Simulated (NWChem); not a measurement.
System: H3PO4, triplet; SMILES of the neutral closed-shell parent O=P(O)(O)O

```xyz
8

O      1.3827    -0.0315     0.3900
P     -0.1267     0.0553    -0.2175
O     -1.2707     0.1142     0.9142
O     -0.0840     1.7216    -0.3653
O     -0.2683    -1.6664    -0.2056
H      1.6162    -0.9525     0.5676
H      0.7366     2.0660     0.0189
H     -1.0927    -1.9491    -0.6240
```
Atoms are numbered in this order, from 1.

Results from NWChem. Pople sets run with spherical d functions. Spin-unrestricted. The geometry was optimised at PBE0/def2-SVP, spin-unrestricted. The spin multiplicity was typed, not searched, and may not be the lowest. No stability test was run on the SCF state. B3LYP is NWChem's, with the RPA form of VWN correlation. Atomic charges in e: unrestrained fits to the electrostatic potential beside Mulliken populations; buried atoms are poorly determined by the fit.

For level B3LYP/def2-SVP:

```
Quantity     Result
-----------  ------
ESP O1        -0.56
Mulliken O1   -0.39
ESP P2         0.68
Mulliken P2    0.92
ESP O4        -0.59
Mulliken O4   -0.39
ESP O5        -0.56
Mulliken O5   -0.41
```

Q: Estimate the same quantities for level UHF/6-31G*.

A: 
* **ESP O1**: -0.66
* **Mulliken O1**: -0.87
* **ESP P2**: 0.89
* **Mulliken P2**: 1.54
* **ESP O4**: -0.71
* **Mulliken O4**: -0.86
* **ESP O5**: -0.71
* **Mulliken O5**: -0.90
